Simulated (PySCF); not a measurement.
## Finite-field polarisability of Bi (bismuth, neutral)

[Xe] 4f14 5d10 6s2 6p3, high-spin 4S determinant. Computed with PySCF 2.14 in ANO-RCC-VTZP (8s7p5d3f2g, 93 functions), with the spin-free X2C one-electron Hamiltonian (Gaussian nucleus). Frozen: [Xe] 4f14 5d10. Energy changes in a uniform field (μhartree):

```json
{"axis": "x", "F (au)": "0.0024", "HF": "-103.104", "MP2": "-102.244", "CCSD": "-102.247", "CCSD(T)": "-102.178"}
{"axis": "x", "F (au)": "0.0048", "HF": "-412.506", "MP2": "-409.055", "CCSD": "-409.066", "CCSD(T)": "-408.789"}
```

Problem. Derive α along x at CCSD(T) from the two fields.

Solution. With ΔE = −αF²/2 − γF⁴/24, α = −(16 ΔE(F) − ΔE(2F))/(6F²) = 35.48 bohr³.

Problem. And the mean polarisability at each level?

Solution. HF 35.80, MP2 35.50, CCSD 35.50, CCSD(T) 35.48 bohr³. Reference: 48 ± 4 bohr³ (recommended; Schwerdtfeger and Nagle, table of static dipole polarizabilities (2023 update)).

CCSD(T) lies more than 5 % below the reference, which points to too few diffuse and polarisation functions.

Spin-orbit coupling is strong in this species (close to jj coupling), so the high-spin LS determinant is a model state, not a physical level.

The basis has no added diffuse functions, which lowers α.
